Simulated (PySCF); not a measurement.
Assigning NMR signals

Atoms are numbered as in `[CH3:1][O:2][C:3](=[O:4])[CH:5]([CH3:6])[CH3:7]`. Hydrogens are named by the atom that carries them.

[PySCF 2.14: geometry: PBE0-D3(BJ)/def2-TZVP; shielding tensors at B97-2/pcSseg-2 (GIAO); non-relativistic Hamiltonian; averaged over atoms made equivalent by symmetry, fast rotation or ring inversion; no solvent; one conformer]

Scale: $^{13}$C (σ = 185.38 ppm) and $^{1}$H (σ = 31.64 ppm) vs TMS (reference shieldings calculated alike).

Problem. Assign these signals to the numbered atoms. $^{13}$C{$^{1}$H} NMR (computed): δ 185.7 (C), 54.6 (CH3), 38.5 (CH), 21.9 (CH3).

Solution. 
| δ (ppm) | atoms | environment | reason |
| --- | --- | --- | --- |
| 185.7 | C3 | ester carbonyl carbon | lone-pair donation from the attached heteroatom keeps it upfield of a ketone carbonyl |
| 54.6 | C1 | methyl carbon bonded to O | the inductive effect lowers its shielding |
| 38.5 | C5 | sp3 CH α to a carbonyl | the adjacent C=O deshields it moderately |
| 21.9 | C6/C7 | methyl carbon | saturated and bonded to C and H only |

Problem. Assign these signals to the numbered atoms. $^{1}$H NMR (600 MHz, computed): δ 3.58 (s, 3H), 2.53 (sept, 1H), 1.12 (d, 6H).

Solution. 
```tsv
δ (ppm)	atoms	environment	reason
3.58	H(C1)	hydrogen on a methyl carbon bonded to O	its carbon carries O, which withdraws density
2.53	H(C5)	hydrogen on an sp3 CH α to a carbonyl	α to C=O
1.12	H(C6)/H(C7)	hydrogen on a methyl carbon	–
```

Shifts are as computed. Against solution values, carbons near 30 ppm lie about +3 ppm off and those near 130 ppm about +7 ppm. Of 1211 compounds with measured shifts, 218 miss one by over three times the rms of a fit or turn the order of signals round; such compounds aren't used in these exercises. No couplings were computed; multiplicities are counted from neighbouring protons, with m where these are inequivalent, close in shift, in a saturated or five-membered ring or joined by F or P, and br s for small geminal =CH2 splittings.
